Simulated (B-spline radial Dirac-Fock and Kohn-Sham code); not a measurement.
**X-ray lines that fill the M4 vacancy in Pm²⁺**

System: promethium as Pm²⁺, configuration [Xe] 4f5.

Model: independent-particle radiative and Coulomb Auger rates from relativistic LDA hole-state orbitals, with Dirac-Fock energies. Program: a radial B-spline solver.

```tsv
line	multipole	energy (eV)	rate (s⁻¹)	share (%)
Mζ2	E1	781.3	7.71e+11	13.7
M4-N3	E1	805.8	1.11e+11	1.98
M4-O2	E1	1028.6	1.14e+11	2.03
M4-O3	E1	1031.9	1.63e+10	0.290
Mβ	E1	1051.7	4.62e+12	82.0
```

The listed lines hold 100.0 % of the radiative rate. The radiative width is 0.00371 eV in the length form and 0.00379 eV in the velocity form; the two differ because the transition energies are not eigenvalue differences of the potential that gave the orbitals.

Values without a named source are computed, but for edge energies of neutral atoms, which are taken from tables.
